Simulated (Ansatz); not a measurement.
Total energies of the cluster ZnBr₂⁻ from Ansatz at PBE-D4/def2-TZVPD, gas phase (1 Eh = 27.2114 eV = 2625.5 kJ/mol). The reference geometry is relaxed at PBE-D4/def2-TZVPD.

```tsv
atom	x (Å)	y (Å)	z (Å)
Zn1	-0.704	-0.412	0.097
Br2	0.165	0.991	1.931
Br3	0.538	-0.579	-2.028
```

| state | geometry | energy (Eh) |
| --- | --- | --- |
| charge -1 doublet | reference | -6926.83736 |
| charge 0 singlet | reference | -6926.75068 |
| charge -1 quartet | relaxed at PBE-D4/def2-TZVPD | -6926.67998 |

Problem. Work out the vertical ionisation energy to the singlet.

Solution. E(charge 0 singlet) − E(charge -1 doublet) = -6926.75068 − (-6926.83736) = 0.08668 Eh = 2.36 eV. For comparison, −ε of the highest occupied level of the spin that leaves is -0.17 eV at this level, 2.53 eV less.

Problem. Which of the charge -1 states is lowest, and how far above it are the others?

Solution. The doublet. quartet: -6926.67998 − (-6926.83736) = 0.15738 Eh = 413.2 kJ/mol.

At PBE-D4/def2-TZVPD the highest occupied level of the charge -1 doublet lies above zero (up to 0.17 eV). By energy differences its removal costs 2.36 eV (vertical, to the charge 0 singlet, at PBE-D4/def2-TZVPD); a positive level beside a positive removal energy at the same level points to self-interaction error. At PBE-D4/def2-TZVPD the highest occupied level of the charge -1 quartet lies above zero (up to 1.72 eV). It is a level of α spin, whose loss leaves a triplet; that state wasn't run at this geometry and level. The electron is either unbound and held by the finite basis, or the level is raised by self-interaction error. 

The structure comes from a short search, and lower isomers may exist.
